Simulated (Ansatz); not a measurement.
Consider the formal exchange of groups at the In–S bond: `[SiH3][SiH2][S][InH2]` + `FC=[Se]` → `F[C](=[Se])[InH2]` + `[SiH3][SiH2]S`.

Isolated molecules relaxed with PBE0-D4/def2-TZVP in Ansatz; ΔE leaves out vibrations. CCSD(T)/CBS adds triple-zeta CCSD(T) − MP2 to the extrapolated MP2 energy (def2 sets, frozen cores). DFT in def2-TZVPP. def2 core potentials past Kr. For In, Se outer-core shells are correlated without core-valence functions, which leaves a few kJ/mol of doubt a bond. Scalar relativity is left out up to krypton. One conformer a species, not always the lowest.

```json
{"level": "r2SCANh-D4", "ΔE (kcal/mol)": "24.6"}
{"level": "BLYP", "ΔE (kcal/mol)": "22.6"}
{"level": "PBE0", "ΔE (kcal/mol)": "24.3"}
{"level": "SCS-MP2/def2-QZVPP", "ΔE (kcal/mol)": "25.9"}
```

Question: What does CCSD(T)/CBS give? (Estimate.)

Answer: Ansatz gave: +24.6 kcal/mol. The listed levels differ from it by 0.0, -2.0, -0.3, 1.3 kcal/mol.

Largest T1 diagnostic among the species: 0.018.

From r2SCAN to r2SCAN0 (25 % exact exchange), in def2-TZVPP and without D4, ΔE moves by +1.1 kcal/mol. Leaving LDA and LC-ωPBE aside and taking each functional with its dispersion term where it has one, the values, not all of them listed here, spread over 3.0 kcal/mol, from PBE-D4 to BHLYP-D4.

CCSD(T)/CBS has its own doubt, a few kJ/mol and more with outer-core shells, so smaller differences from it don't rank the levels.
